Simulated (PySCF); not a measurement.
**Hg³⁺ (mercury, charge +3): r2SCAN calculation**

Configuration: [Xe] 4f14 5d9, 2D determinant. All numbers are calculated (PySCF 2.14, a scalar-relativistic core potential, in aug-cc-pwCVDZ-PP with ECP60MDF (6s6p5d3f, 70 functions)).

```
Total energy                                                  : -151.1995 hartree
One-electron energy                                           : -246.0663 hartree
Hartree (Coulomb) energy                                      : 107.8713 hartree
Exchange-correlation energy                                   : -13.0045 hartree
⟨S²⟩                                                          : 0.7539
⟨L²⟩                                                          : 6.020
Sum of ⟨r⟩                                                    : 20.80 bohr
Sum of ⟨r²⟩                                                   : 29.25 bohr²
Traceless quadrupole moment −½Σ⟨3z² − r²⟩ along its main axis : -0.545 e·bohr²
```

```tsv
shell	electrons	mean orbital energy (hartree)	spread (hartree)	rms radius, mean of both spins (bohr)
5s α	1	-5.67623	0	0.968
5s β	1	-5.64036	0	0.968
5p α	3	-3.79247	0.06177	1.11
5p β	3	-3.75079	0.01711	1.11
5d α	5	-1.59054	0.07416	1.49
5d β	4	-1.55621	0.04818	1.49
```

Energies and moments cover only the electrons outside the core potential. Spin-orbit coupling, absent here, splits the open shell strongly.
